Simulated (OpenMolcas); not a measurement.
## Multiplet structure of Cs I

```yaml
Program: OpenMolcas
Method: "SS-CASPT2, IPEA 0.25 Eh, imaginary shift 0.1 Eh (closed shells correlated: 5s 5p)"
Basis: ANO-RCC-VTZP [8s7p4d2f1g]
Scalar_Hamiltonian: DKH2, point nucleus
Active_space: 1 electron in 9 orbitals (5d 6s 6p)
State_averaging: 2S+1 = 2 even, 6 roots; 2S+1 = 2 odd, 3 roots
Spin-orbit_coupling: state interaction with AMFI integrals over the reference wave functions, term energies averaged over their components
```

With spin-orbit coupling, above the lowest level:

```json
{"Configuration": "6s", "Term": "²S", "J": "1/2", "E (cm⁻¹)": "0.0", "Measured (cm⁻¹)": "0.0", "g": "2.002", "Term weight %": "100"}
{"Configuration": "6p", "Term": "²P°", "J": "1/2", "E (cm⁻¹)": "10758", "Measured (cm⁻¹)": "11178", "g": "0.666", "Term weight %": "100"}
{"Configuration": "6p", "Term": "²P°", "J": "3/2", "E (cm⁻¹)": "11064", "Measured (cm⁻¹)": "11732", "g": "1.334", "Term weight %": "100"}
{"Configuration": "5d", "Term": "²D", "J": "3/2", "E (cm⁻¹)": "14890", "Measured (cm⁻¹)": "14499", "g": "0.800", "Term weight %": "100"}
{"Configuration": "5d", "Term": "²D", "J": "5/2", "E (cm⁻¹)": "15030", "Measured (cm⁻¹)": "14597", "g": "1.200", "Term weight %": "100"}
```

Against the 4 measured excited levels shown (NIST Handbook of Basic Atomic Spectroscopic Data) the mean absolute deviation is 480 cm-1; the largest miss in energy is 6p ²P°_3/2: computed 11064, measured 11732 cm⁻¹ (-5.7 %).

ANO sets are built for ground and valence states and can reach diffuse excited orbitals poorly. With one active electron, CASPT2 adds the correlation within the correlated inactive shells and between them and that electron, and leaves the splitting within a term as the reference gives it. Measured partners are found by configuration, term and J. A level has none where our copy of the source lacks it or the pairing is in doubt (some pairs that miss far off the trend of their configuration count as doubtful), and it then counts in no deviation. Only configurations of the active space appear.

The term weight is that of the spin-free term in the level, not the purity of its configuration. ° marks odd parity.
